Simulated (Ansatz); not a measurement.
Born–Oppenheimer molecular dynamics of ClF$_{3}$H$_{3}$OW (9 atoms, charge 0, multiplicity 2). It starts at the highest image of a converged band, a first-order saddle point between two minima.

Method: UKS PBE/def2-SVP (Ansatz 0.2.0).

| Quantity | Value |
| --- | --- |
| ensemble | NVE (velocity Verlet) |
| time step | 0.5 fs |
| steps asked | 200 |
| starting velocities drawn for | 100 K |
| seed | 7601 |

First frame:

```xyz
9
Properties=species:S:1:pos:R:3
W 0.007 -0.064 0.056
Cl 0.761 0.425 2.220
H 1.623 -0.587 0.151
F -0.204 1.815 -0.076
F -1.649 -0.434 0.886
F -0.134 -1.878 -0.403
O 0.279 0.160 -1.804
H 0.443 1.060 -2.153
H -0.728 0.295 3.856
```

Q: How far do the bonds stretch over the last three quarters of this one trajectory? (Pairs bonded in most of those frames.)

A: 
| bond | mean (Å) | spread (Å) | shortest | longest |
| --- | --- | --- | --- | --- |
| W1–Cl2 | 2.322 | 0.022 | 2.30 | 2.36 |
| W1–H3 | 1.701 | 0.020 | 1.67 | 1.73 |
| W1–F4 | 1.895 | 0.010 | 1.88 | 1.91 |
| W1–F5 | 1.890 | 0.002 | 1.88 | 1.89 |
| W1–F6 | 1.876 | 0.011 | 1.86 | 1.89 |
| W1–O7 | 1.899 | 0.014 | 1.88 | 1.92 |
| O7–H8 | 0.980 | 0.011 | 0.96 | 1.00 |

Mean temperature of the second half: 95 K. The conserved energy stayed within 0.029 meV per atom of its start (net change 0.014 meV per atom), so the integration is sound. A run of 0.1 ps of so small a system gives no equilibrium averages.

The run took 12 min on 4 threads of Arm Neoverse V1, with other jobs on the host, peak memory 0.23 GiB.
